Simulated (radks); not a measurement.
Values are calculated unless marked as measured or tabulated.
The caesium anion Cs-, [Xe] 6s2, held by a Watson sphere: a shell of charge +0.68 at radius R that stands for the Madelung well of a crystal (potential energy -0.68/R inside, -0.68/r outside, in hartree with lengths in bohr). Code: a radial shooting solver on a logarithmic mesh with Libxc functionals. Model: scalar-relativistic Kohn-Sham, r2SCAN, spin-polarised, spherical densities, finite nucleus; meta-GGA in the generalised Kohn-Sham scheme; Fermi nuclear charge, rms radius of each element as measured or else 0.836 A^(1/3) + 0.57 fm.

R (bohr)  e(5s) (eV)  e(5p) (eV)  e(6s) (eV)  <r> 6s (bohr)  sum of <r^2> (bohr^2)  X-ray form factor at sin(theta)/lambda = 0.2 1/angstrom
2.66         -28.334     -14.733      -1.709          5.450                  118.5                                                   43.914
2.94         -27.915     -14.352      -1.709          5.457                  119.0                                                   43.899
3.24         -27.529     -13.985      -1.705          5.480                  119.8                                                   43.890
4.7          -26.470     -12.921      -1.616          5.782                  127.4                                                   43.897
4.95         -26.382     -12.828      -1.591          5.852                  129.2                                                   43.900
5.4          -26.260     -12.701      -1.543          5.981                  132.5                                                   43.904
5.83         -26.178     -12.614      -1.494          6.104                  135.8                                                   43.907
